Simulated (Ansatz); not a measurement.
Stepwise reaction of `F[SiH2][SiH](Cl)Cl` with water, as a gas-phase model of exchange steps in deposition or etching. ΔE in kJ/mol; ΔG adds harmonic PBE0-D4 terms to CCSD(T)/CBS, at 1 bar.

Gas-phase electronic energies from Ansatz, PBE0-D4/def2-TZVP geometries. CBS: MP2 limit from def2 TZ/QZ plus the TZ coupled-cluster correction, frozen cores. This one scheme is used for every species. Functionals use def2-TZVPP. B3LYP here is the variant with VWN-RPA as its local correlation; programs differ in this. Each species was taken in one conformer, which may not be the lowest.

| step | reaction | PBE-D4 | B3LYP-D4 | ωB97M-V | CCSD(T)/CBS | ΔG(500 K) |
| --- | --- | --- | --- | --- | --- | --- |
| 2 | `O[SiH](Cl)[SiH2]F` + H₂O → `O[SiH](O)[SiH2]F` + HCl | 7.1 | -0.1 | 0.5 | 2.7 | 0.3 |

Q: Give the row of step 1, `F[SiH2][SiH](Cl)Cl` + H₂O → `O[SiH](Cl)[SiH2]F` + HCl. (An estimate is asked.)

A: Ansatz gave: 
| step | reaction | PBE-D4 | B3LYP-D4 | ωB97M-V | CCSD(T)/CBS | ΔG(500 K) |
| --- | --- | --- | --- | --- | --- | --- |
| 1 | `F[SiH2][SiH](Cl)Cl` + H₂O → `O[SiH](Cl)[SiH2]F` + HCl | 5.8 | -0.9 | 0.4 | 3.1 | -1.1 |

Q: By hand: ΔE of the 2 steps together at CCSD(T)/CBS.

A: (3.1) + (2.7) = 5.8 kJ/mol, or 2.9 kJ/mol a step.

In ΔE the steps differ by no more than 0.4 kJ/mol. ΔG lies between -1.1 and 0.3 kJ/mol a step. PBE-D4 differs from CCSD(T)/CBS by 2.7 to 4.4 kJ/mol a step. Only this route is followed, and other bonds may react first. Isolated molecules leave out the surface, adducts and barriers. Largest T1 diagnostic: 0.012.
